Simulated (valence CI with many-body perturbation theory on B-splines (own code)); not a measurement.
## Forbidden lines of Zn⁷⁺

Computed by configuration interaction combined with many-body perturbation theory (CI+MBPT): five valence electrons over a frozen Dirac-Fock core [Ar], a basis of 7 s, 7 p, 8 d, 6 f, 4 g, 1 h functions for each j, with the one-electron correlation potential Σ1, the two-electron term Σ2, the three-electron term Σ3, Breit, model QED; selected CI, second order for the rest, scaled by the run's own slope (own B-spline code, finite nucleus).

No measured spectrum was set against this ion. As an estimate, terms of the open shell hold to 2 to 4 % of their energy, and close levels can change places; different configurations can be misplaced against each other by 1,000 to 8,000 cm⁻¹. Among the levels kept, up to 390 cm⁻¹ of a level comes from second order outside the variational space, and about a tenth of that is noise between levels of different J, which matters for small intervals. The list stops below the first excitations out of the core. Only levels of the ground parity were solved; by the run's estimate the other parity begins above the list, which can be wrong where configurations are misplaced.

Lines 51 to 100 of 120 in falling wavelength, among levels below 445060 cm⁻¹, chosen from the decays that carry over 1 % of a level's rate. Wavelengths and rates use the calculated energies, so an error of 2000 cm⁻¹ moves a line at 4559 Å by 9.1 % and its rate by three times that or more. Electric multipoles are in the length gauge, E1 and E2 with the static RPA response of the core. S is in atomic units (e²a₀⁴ for E2 and M2, e²a₀⁶ for E3), for M1 in squared Bohr magnetons. Weak lines are less certain than strong ones. Lines between different terms over intervals too small for the method are left out, as are lines whose strength nearly cancels. Where a level lies close to another of its J and parity, the split of strength between their lines is uncertain.

Names give the largest LS component (configuration and term), which can be under half, so a name can repeat, a term be missing and a line seem to break the LS rules; names also repeat where a configuration has a term twice. Letters in brackets count levels of one name in rising energy.

| λ vac (Å) | Upper | Lower | Type | A (s⁻¹) | S (a.u.) |
| --- | --- | --- | --- | --- | --- |
| 4559 | 3d5 2I_11/2 | 3d5 4G_9/2 | M1 | 8.39e-02 | 3.54e-03 |
| 4523 | 3d5 2I_11/2 | 3d5 4G_11/2 | M1 | 2.78e-01 | 1.14e-02 |
| 4504 | 3d5 4F_5/2 | 3d5 4D_7/2 | M1 | 1.16e-01 | 2.35e-03 |
| 4494 | 3d5 4F_3/2 | 3d5 4D_3/2 | M1 | 2.68e+00 | 3.61e-02 |
| 4494 | 3d5 4F_3/2 | 3d5 4D_5/2 | M1 | 6.75e-01 | 9.09e-03 |
| 4491 | 3d5 2D_3/2 [a] | 3d5 4P_1/2 | M1 | 1.02e+00 | 1.37e-02 |
| 4471 | 3d5 2I_13/2 | 3d5 4G_11/2 | M1 | 1.13e-02 | 5.25e-04 |
| 4432 | 3d5 4F_7/2 | 3d5 4D_7/2 | M1 | 2.62e+00 | 6.76e-02 |
| 4422 | 3d5 4F_3/2 | 3d5 4D_1/2 | M1 | 1.56e+00 | 2.00e-02 |
| 4383 | 3d5 2D_3/2 [a] | 3d5 4P_3/2 | M1 | 3.93e+00 | 4.91e-02 |
| 4291 | 3d5 2D_3/2 [a] | 3d5 4P_5/2 | M1 | 1.05e+00 | 1.23e-02 |
| 4266 | 3d5 2F_5/2 [a] | 3d5 4D_3/2 | M1 | 8.73e-01 | 1.51e-02 |
| 4266 | 3d5 2F_5/2 [a] | 3d5 4D_5/2 | M1 | 3.10e+00 | 5.35e-02 |
| 4081 | 3d5 2F_5/2 [a] | 3d5 4D_7/2 | M1 | 3.37e-01 | 5.09e-03 |
| 3794 | 3d5 2H_9/2 | 3d5 4D_7/2 | M1 | 1.95e-01 | 3.94e-03 |
| 3704 | 3d5 2D_5/2 [a] | 3d5 4G_7/2 | M1 | 3.37e+00 | 3.81e-02 |
| 3688 | 3d5 2D_5/2 [a] | 3d5 4G_5/2 | M1 | 3.48e+00 | 3.88e-02 |
| 3652 | 3d5 4F_5/2 | 3d5 4P_5/2 | M1 | 5.41e-01 | 5.86e-03 |
| 3594 | 3d5 2G_7/2 [a] | 3d5 4D_5/2 | M1 | 6.07e-02 | 8.36e-04 |
| 3466 | 3d5 2D_3/2 [a] | 3d5 4G_5/2 | M1 | 6.36e-01 | 3.93e-03 |
| 3425 | 3d5 2F_5/2 [a] | 3d5 4P_3/2 | M1 | 2.04e-01 | 1.83e-03 |
| 3368 | 3d5 2F_5/2 [a] | 3d5 4P_5/2 | M1 | 9.54e-01 | 8.10e-03 |
| 3291 | 3d5 2G_9/2 [a] | 3d5 4D_7/2 | M1 | 2.74e-01 | 3.62e-03 |
| 3231 | 3d5 2F_7/2 [a] | 3d5 4G_9/2 | M1 | 6.68e+00 | 6.69e-02 |
| 3230 | 3d5 2F_7/2 [a] | 3d5 4G_7/2 | M1 | 5.01e-01 | 5.01e-03 |
| 3218 | 3d5 2F_7/2 [a] | 3d5 4G_5/2 | M1 | 1.42e-01 | 1.40e-03 |
| 3081 | 3d5 4F_9/2 | 3d5 4G_9/2 | M1 | 7.44e-01 | 8.07e-03 |
| 3081 | 3d5 4F_9/2 | 3d5 4G_9/2 | E2 | 9.06e-02 | 2.24e-01 |
| 3079 | 3d5 4F_9/2 | 3d5 4G_7/2 | M1 | 2.99e-01 | 3.24e-03 |
| 3064 | 3d5 4F_9/2 | 3d5 4G_11/2 | M1 | 2.14e+00 | 2.29e-02 |
| 3064 | 3d5 4F_9/2 | 3d5 4G_11/2 | E2 | 4.39e-01 | 1.06e+00 |
| 3048 | 3d5 4F_5/2 | 3d5 4G_9/2 | E2 | 1.24e-01 | 1.74e-01 |
| 3047 | 3d5 4F_5/2 | 3d5 4G_7/2 | M1 | 2.82e+00 | 1.78e-02 |
| 3047 | 3d5 4F_5/2 | 3d5 4G_7/2 | E2 | 2.25e-01 | 3.17e-01 |
| 3036 | 3d5 4F_5/2 | 3d5 4G_5/2 | E2 | 1.40e-01 | 1.94e-01 |
| 3015 | 3d5 4F_7/2 | 3d5 4G_9/2 | M1 | 2.45e+00 | 1.99e-02 |
| 3015 | 3d5 4F_7/2 | 3d5 4G_9/2 | E2 | 3.00e-01 | 5.33e-01 |
| 3014 | 3d5 4F_7/2 | 3d5 4G_7/2 | M1 | 2.89e+00 | 2.35e-02 |
| 3014 | 3d5 4F_7/2 | 3d5 4G_7/2 | E2 | 1.43e-01 | 2.54e-01 |
| 3003 | 3d5 4F_7/2 | 3d5 4G_5/2 | M1 | 2.90e-01 | 2.33e-03 |
| 2955 | 3d5 2F_5/2 [b] | 3d5 4D_3/2 | M1 | 6.61e-02 | 3.80e-04 |
| 2947 | 3d5 4F_3/2 | 3d5 4G_7/2 | E2 | 1.74e-01 | 1.38e-01 |
| 2937 | 3d5 4F_3/2 | 3d5 4G_5/2 | M1 | 1.99e+00 | 7.49e-03 |
| 2937 | 3d5 4F_3/2 | 3d5 4G_5/2 | E2 | 4.25e-01 | 3.32e-01 |
| 2866 | 3d5 2F_5/2 [b] | 3d5 4D_7/2 | M1 | 3.86e-01 | 2.02e-03 |
| 2847 | 3d5 2F_5/2 [a] | 3d5 4G_7/2 | M1 | 3.65e+00 | 1.87e-02 |
| 2838 | 3d5 2F_5/2 [a] | 3d5 4G_5/2 | M1 | 5.09e+00 | 2.59e-02 |
| 2705 | 3d5 2H_9/2 | 3d5 4G_9/2 | M1 | 3.16e+00 | 2.32e-02 |
| 2704 | 3d5 2H_9/2 | 3d5 4G_7/2 | M1 | 2.12e+00 | 1.55e-02 |
| 2693 | 3d5 2H_9/2 | 3d5 4G_11/2 | M1 | 4.67e-01 | 3.38e-03 |
